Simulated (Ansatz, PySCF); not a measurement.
CH₅FInN (SMILES [CH3][In]([NH2])[F]), singlet, geometry from GFN2-xTB (such geometries of metal compounds can be far from the true shape) (all electrons, no relativity), with bond 4-3 at 2.4 times its length. Base run: CASSCF(4,4)/STO-3G run with PySCF.

PySCF was given this input:
```python
from pyscf import gto, scf, mcscf
import numpy

mol = gto.Mole()
mol.atom = '''
    In   -0.069834   -0.003261   -0.002550
    F     1.841668   -0.112535   -0.514758
    C    -0.509163   -1.216167    1.811084
    H    -1.685122   -3.425617    1.089056
    H    -1.147977   -0.635111    2.467911
    H     0.451390   -1.422557    2.271843
    N    -0.912960    1.423758   -1.241024
    H    -1.769038    1.102570   -1.683875
    H    -0.242685    1.595157   -1.987698
'''
mol.basis = 'sto-3g'
mol.charge = 0
mol.spin = 0
mol.verbose = 4
mol.build()

mf = scf.RHF(mol)
mf.kernel()
mc = mcscf.CASSCF(mf, 4, 4)
mc.fix_spin_(ss=0.0)
mc.kernel()
occ = numpy.linalg.eigvalsh(mc.fcisolver.make_rdm1(mc.ci, mc.ncas, mc.nelecas))[::-1]
ss = mc.fcisolver.spin_square(mc.ci, mc.ncas, mc.nelecas)[0]
print('natural occupations', occ.round(4), ' <S^2>', round(ss, 4))
```

Programs used: Ansatz (a first-principles code), PySCF; a row that names a program was run with it.

Variants of this job, named by their change:

| change | ΔE vs base (kcal/mol) | natural occupations | <S^2> of the state |
|---|---|---|---|
| base | 0.000 | 1.97 1.31 0.69 0.03 | 0.00 |
| active space = 4 electrons, 5 orbitals | -0.266 | 1.97 1.31 0.69 0.03 0.00 | 0.00 |
| state_average = 2 states | 15.47 | - | - |
| orbitals = fixed (CASCI) | 20.10 | 2.00 1.33 0.67 0.00 | 0.00 |
| solver = newton | 0.000 | 1.97 1.31 0.69 0.03 | 0.00 |
| start = MP2 natural orbitals | -2.15 | 1.96 1.32 0.68 0.04 | 0.00 |
| conv_tol = 1e-5 | 0.000 | 1.97 1.31 0.69 0.03 | 0.00 |
| fix_spin_ = off | 0.000 | 1.97 1.31 0.69 0.03 | 0.00 |
| orbitals = fixed (CASCI); correction = SC-NEVPT2 | -75.3 | 2.00 1.33 0.67 0.00 | 0.00 |
| code = ansatz | -2.14 | - | - |
| active space = 4 electrons, 3 orbitals | 8.51 | 2.00 1.31 0.69 | 0.00 |

Active orbitals are taken around the Fermi level unless the row says otherwise; CASSCF can end in different local minima, and two programs can end on different orbitals. State-averaged rows give the lowest state.
